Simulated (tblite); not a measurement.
Species: C₆H₁₄ClFSi.
Atom-mapped SMILES: `[CH3:1][CH:2]([CH3:3])[SiH2:4][C@:5]([CH3:6])([Cl:7])[CH2:8][F:9]` (hydrogens: H10, H11, H12 on C1; H13 on C2; H14, H15, H16 on C3; H17, H18 on Si4; H19, H20, H21 on C6; H22, H23 on C8)

Geometry (GFN2-xTB, Å), atoms numbered from 1 in this order:
```xyz
23
C6H14ClFSi angstrom
C      1.8719   -0.6456    1.2750
C      1.4452    0.5360    0.4058
C      2.6616    1.1136   -0.3132
Si     0.1127    0.0855   -0.8817
C     -1.5090   -0.5489   -0.0540
C     -1.9951    0.3090    1.0976
Cl    -1.1824   -2.2096    0.5577
C     -2.6033   -0.7258   -1.0936
F     -2.8609    0.4745   -1.7092
H      2.6506   -0.3404    1.9732
H      1.0372   -1.0384    1.8489
H      2.2675   -1.4499    0.6593
H      1.0558    1.3179    1.0673
H      3.4223    1.4178    0.4044
H      2.3872    1.9798   -0.9094
H      3.0993    0.3720   -0.9768
H      0.5663   -1.0046   -1.7521
H     -0.2401    1.2802   -1.6538
H     -2.8838   -0.1192    1.5615
H     -2.2431    1.2976    0.7157
H     -1.2241    0.4097    1.8571
H     -2.2945   -1.4228   -1.8778
H     -3.5460   -1.0613   -0.6458
```

Level: GFN2-xTB in tblite, geometry and Hessian alike; calculated harmonic values, unscaled, isolated species. This tight-binding method is rough: wavenumbers can miss measured ones by several per cent, in bad cases by 10 to 20. Modes of hydrogen on silicon can be 10 to 20 % off. One conformer, not necessarily the lowest.

Harmonic wavenumbers (cm⁻¹): 36.5, 53.6, 90.2, 111.3, 158.5, 164.0, 215.2, 223.5, 229.7, 239.8, 279.0, 288.8, 318.9, 363.2, 381.4, 408.0, 490.6, 579.0, 618.5, 674.2, 747.7, 750.5, 766.8, 929.9, 945.0, 950.1, 971.6, 994.8, 1036.3, 1039.5, 1070.9, 1133.3, 1151.8, 1175.8, 1178.9, 1241.4, 1276.1, 1301.5, 1320.9, 1405.5, 1415.2, 1427.4, 1455.9, 1481.2, 1493.6, 1499.5, 1506.0, 1511.6, 1513.8, 2250.8, 2266.0, 2916.1, 2930.0, 2963.2, 3004.1, 3007.6, 3012.3, 3027.1, 3032.6, 3037.9, 3042.6, 3042.8, 3049.3.

A = 1538, B = 768.1, C = 607.9 MHz; mass 168.054 u (most abundant isotopes); point group C1, symmetry number 1.

Task: Zero-point energy?

Result: Half the sum of the wavenumbers: 40599 cm⁻¹ = 116.08 kcal/mol.

Task: What is S at 298.15 K and 1 bar for an ideal gas of classical rigid rotors and harmonic oscillators?

Result: Translation 41.29, rotation 30.48, vibration 41.02: S = 112.8 cal/(mol K).

Task: And Cp and H(298.15 K) − H(0)?

Result: Cp = 48.25 cal/(mol K), of which vibrations give 40.31 (their classical limit is 63 R = 125.2); H(298.15 K) − H(0) = 8.76 kcal/mol without the zero-point energy, 6.39 from vibrations.

Task: Blend soft modes into free rotors: weight 1/[1 + (100 cm⁻¹/ν̃)⁴] for the oscillator and the rest for a rotor with moment μB/(μ + B), μ = h/(8π²ν), B = 10⁻⁴⁴ kg m². What vibrational entropy results?

Result: 37.74 cal/(mol K) in place of 41.02, which changes −T·S at 298.15 K by +0.98 kcal/mol.

Task: What must be added to the electronic energy to get the Gibbs energy at 298.15 K and 1 bar?

Result: ZPE + [H(298.15 K) − H(0)] − T·S = 116.08 + 8.76 − 33.63 = 91.21 kcal/mol.

Task: Which modes carry the vibrational entropy at 298.15 K?

Result: 36.5 cm⁻¹: 5.44; 53.6 cm⁻¹: 4.68; 90.2 cm⁻¹: 3.66; 111.3 cm⁻¹: 3.25; 158.5 cm⁻¹: 2.57; 164.0 cm⁻¹: 2.50 cal/(mol K); the other 57 give 18.93 together.

Hindered rotation and anharmonicity are outside this model. Other conformers, if any are populated, would add a mixing term that is left out. The structure is chiral; the term R ln 2 for an equal mix with its mirror image is left out.
